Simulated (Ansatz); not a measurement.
**A barrier at the coupled-cluster level**

Start structure (CH₅BrZn, closed shell), relaxed at PBE0-D4/def2-TZVP:

```tsv
atom	x (Å)	y (Å)	z (Å)
Zn1	-0.1055	0.6361	0.8944
Br2	0.7198	0.6633	2.9876
C3	-0.8252	0.6315	-0.8955
H4	1.6467	-1.8374	0.7315
H5	1.4597	-1.9800	0.0218
H6	-1.4670	-0.2395	-1.0402
H7	-0.0146	0.5929	-1.6255
H8	-1.4139	1.5329	-1.0741
```

The step: CH₃BrZn ([CH3][Zn][Br]) + H₂ → CH₄Zn ([CH3][ZnH]) + HBr; bonds formed: Zn1–H5, Br2–H4; bonds broken: Zn1–Br2, H4–H5. Program: Ansatz 0.2.0. Basis: def2-TZVPP and def2-QZVPP. Cores are frozen in the correlated methods. The 3s and 3p shells of Cu and Zn are frozen; filled d shells are correlated. The def2 sets are not built for correlating such inner shells, so the correlated values are less sure here. Extrapolation: Hartree–Fock as exp(−7.88 √X), correlation as X^−2.97. Energies below are by CCSD(T) at an estimated basis limit (MP2 extrapolated from triple and quadruple zeta, plus CCSD(T) − MP2 in triple zeta).

Problem. What are the electronic barrier and the energy of the step, from the start structure to the end structure? (An estimate is asked for; the value comes from the calculation.)

Solution. The calculation gives: Barrier 40.13 kcal/mol; step energy 34.29 kcal/mol (uphill); reverse barrier, their difference, 5.84 kcal/mol. Barrier and step energy count from the start structure, the reverse barrier from the end structure.

The saddle point: One imaginary mode of 527i cm⁻¹.
```json
{"pair": "Zn1–H5", "start (Å)": "3.17", "saddle (Å)": "1.64", "end (Å)": "1.56"}
{"pair": "Br2–H4", "start (Å)": "3.49", "saddle (Å)": "1.64", "end (Å)": "1.44"}
{"pair": "Zn1–Br2", "start (Å)": "2.25", "saddle (Å)": "2.81", "end (Å)": "4.13"}
{"pair": "H4–H5", "start (Å)": "0.75", "saddle (Å)": "1.15", "end (Å)": "1.69"}
```

Zero-point energy (harmonic, PBE0-D4): ZPE is 30.04 kcal/mol at the start and 29.88 kcal/mol at the saddle, so the barrier goes from 40.13 to 39.97 kcal/mol.

No T1 diagnostic of these runs exceeds 0.012.

Labels in which every atom is bracketed show which atoms are joined, not bond orders.

For scale, one of the runs: CCSD(T)/def2-TZVPP, 213 basis functions, launched by `ansatz run in.yaml --threads 8 --pin off --events-out ev --progress --plain --max-ram 19148MiB`. Hardware: 8 CPU threads of an Intel Xeon 6975P-C, shared host. Wall time 15 s; peak host memory 3.3 GiB.
